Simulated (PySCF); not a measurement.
5,5-difluorocyclopenta-1,3-diene (C5H4F2), SMILES FC1(F)C=CC=C1. Atoms are numbered in the order given.

```xyz
11

F      1.0849     0.0000    -1.3934
C      0.0000     0.0000    -0.5815
F     -1.0849     0.0000    -1.3934
C      0.0000     1.1943     0.3518
C      0.0000     0.7442     1.6112
C      0.0000    -0.7442     1.6112
C      0.0000    -1.1943     0.3518
H      0.0000     2.2226    -0.0083
H      0.0000     1.3546     2.5155
H      0.0000    -1.3546     2.5155
H      0.0000    -2.2226    -0.0083
```

Geometry optimised at PBE0-D3(BJ)/def2-SVP. Other conformers were not sampled.

Two levels are set side by side: PBE/pcSseg-1 (PySCF) and KT2/pcSseg-1 (PySCF). GIAO shifts against CFCl3 (¹⁹F), TMS (¹H), TMS (¹³C) at the same level; non-relativistic, no solvent, atoms listed together averaged. Differences are taken from unrounded values.

```tsv
quantity	KT2
δ(¹⁹F) of F1, F3 (ppm)	-201.3
δ(¹³C) of C2 (ppm)	131.2
δ(¹³C) of C4, C7 (ppm)	131.7
δ(¹³C) of C5, C6 (ppm)	133.0
δ(¹H) of H8, H11 (ppm)	6.32
δ(¹H) of H9, H10 (ppm)	6.34
```

Problem. What does PBE give, and how far is it from KT2? (Estimate from the structure and the level; the computed values follow.)

Solution. 
| quantity | PBE | PBE minus KT2 |
|---|---|---|
| δ(¹⁹F) of F1, F3 (ppm) | -194.7 | 6.6 |
| δ(¹³C) of C2 (ppm) | 136.5 | 5.2 |
| δ(¹³C) of C4, C7 (ppm) | 141.0 | 9.3 |
| δ(¹³C) of C5, C6 (ppm) | 141.6 | 8.6 |
| δ(¹H) of H8, H11 (ppm) | 6.45 | 0.13 |
| δ(¹H) of H9, H10 (ppm) | 6.46 | 0.12 |

Rough cost on one machine, each run with all the roots and properties that it gave: KT2 against PBE within a factor of 2.
